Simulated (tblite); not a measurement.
Compound: 2,2-dimethylbutanenitrile, C6H11N.
SMILES with atom numbers: `[CH3:1][CH2:2][C:3]([CH3:4])([CH3:5])[C:6]#[N:7]` (hydrogens: H8, H9, H10 on C1; H11, H12 on C2; H13, H14, H15 on C4; H16, H17, H18 on C5)

Computed with GFN2-xTB (tblite), gas phase: nudged elastic band of 9 images (0 to 8), spring 0.2 eV/Å², climbing image at the end, force threshold 0.05 eV/Å. No saddle search or frequency run followed, so the top image need not be a first-order saddle, and its height can exceed the method's true barrier by a kcal/mol or more.

The band describes a rotation about C2–C3 (chain CH2 carbon, sp3 carbon next to a nitrile), followed by the dihedral C1–C2–C3–C6, from the optimised start (-57°) to a second optimised geometry at 59°.

**Question.** How does the energy change from image to image?

**Answer.** 
```csv
image,dihedral (°),E (kJ/mol),C2–C3 (Å),C1···C6 (Å),largest true force (eV/Å)
0,-57,0.00,1.542,2.94,0.01
1,-43,2.17,1.544,2.84,0.03
2,-28,6.41,1.548,2.76,0.04
3,-13,10.10,1.552,2.71,0.04
4,2,11.05,1.552,2.70,0.04
5,17,8.66,1.550,2.71,0.04
6,32,4.44,1.546,2.77,0.03
7,47,1.22,1.543,2.86,0.02
8,59,-0.04,1.542,2.96,0.01
```

Barriers of this band. The top is image 4 at 2°: 11.1 kJ/mol in either direction, as the ends lie within 0.002 eV of each other (their dihedrals are equal and opposite within 4°). The central bond is 0.010 Å longer at the top than at the start.

**Question.** What rate follows at 298 K for crossing this barrier forward?

**Answer.** Taking the electronic barrier for the free energy of activation (no zero-point or entropy terms, transmission 1), rate = (kT/h)·exp(−ΔE/kT) ≈ 7 × 10^10 s⁻¹, whose inverse is 1 × 10^-11 s. An error of 1 kcal/mol in the barrier changes this by a factor of 5, and the method and the loose band can each miss by that much or more.

**Question.** How long is the path, and how are the images spaced?

**Answer.** Cartesian distances between aligned neighbours (all atoms, Å): 0.74, 0.74, 0.74, 0.73, 0.75, 0.74, 0.75, 0.78; the sum is 5.97 Å, and the top lies 49 % of the way along.

What follows is the cost of the whole band run. The run took 2.4 s on an x86-64 server with one thread, shared host.
